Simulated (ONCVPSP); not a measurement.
## Eu (Z = 63), ONCV: configuration errors across variants

- Element: europium
- Generator: ONCVPSP 4.0.1
- Type: optimised norm-conserving Vanderbilt (ONCV)
- Functional: PBE
- Relativity: fully relativistic
- Frozen core: [Kr] 4d10 4f6
- Valence charge: 11
- Reference configuration: 5s2 5p6 5d1 6s1.75 (charge +0.25)
- Partial waves: 5s+6s: rc 2.05 bohr, ncon 4, nbas 8, qcut 6.5 1/bohr, 2 projectors; 5p: rc 1.50 bohr, ncon 3, nbas 8, qcut 5.1 1/bohr, 2 projectors, debl 0.9 Ha; 5d: rc 3.55 bohr, ncon 5, nbas 10, qcut 3.5 1/bohr, 1 projector
- Local potential: polynomial inside 1.25 bohr (lpopt 3, dvloc0 0 Ha)
- Core correction: Teter function fitted to the true core (icmod 2), fcfact 0.6

Open shells are filled in proportion to 2j + 1.

In the p channel the program set the typed energies aside and used -0.988, 0.250 Ha (j = l + 1/2; the other j can differ).

All-electron excitation energies from the reference (eV): (1) 5s2 5p6 5d1 6s2 -1.165; (2) 5s2 5p6 5d1 6s1 5.385; (3) 5s2 5p6 5d1 6s0 17.319; (4) 5s2 5p6 5d1 6s1 6p1 1.620.

2 further variants failed, have other tests or too few solved ones, and are left out.

Errors AE − PS in meV (a dash: test not solved or not reliable):

| change | (1) | (2) | (3) | (4) | bound ghosts | GHOST(+) flags above zero |
| --- | --- | --- | --- | --- | --- | --- |
| base | 0.0 | +0.9 | +5.8 | +0.5 | none | s, d5/2, d3/2 |
| s: rc 1.82 | 0.0 | +1.0 | +6.7 | +0.6 | none | s, d5/2, d3/2 |
| s: rc 2.24 | 0.0 | +0.8 | +4.8 | +0.4 | none | s, d5/2, d3/2 |
| s: rc 2.42 | 0.0 | +0.7 | +3.9 | +0.3 | none | s, d5/2, d3/2 |
| s: rc 2.58 | 0.0 | +0.6 | +3.2 | +0.2 | none | s, d5/2, d3/2 |
| s: rc 2.82 | 0.0 | +0.5 | +2.6 | +0.1 | none | s, d5/2, d3/2 |
| s: rc 3 | 0.0 | +0.4 | +1.7 | 0.0 | none | s, d5/2, d3/2 |

Task: Give the same row for: s: rc 1.98.

Result: 0.0, +0.9, +6.1, +0.5; bound ghosts: none; GHOST(+) flags above zero: s, d5/2, d3/2.
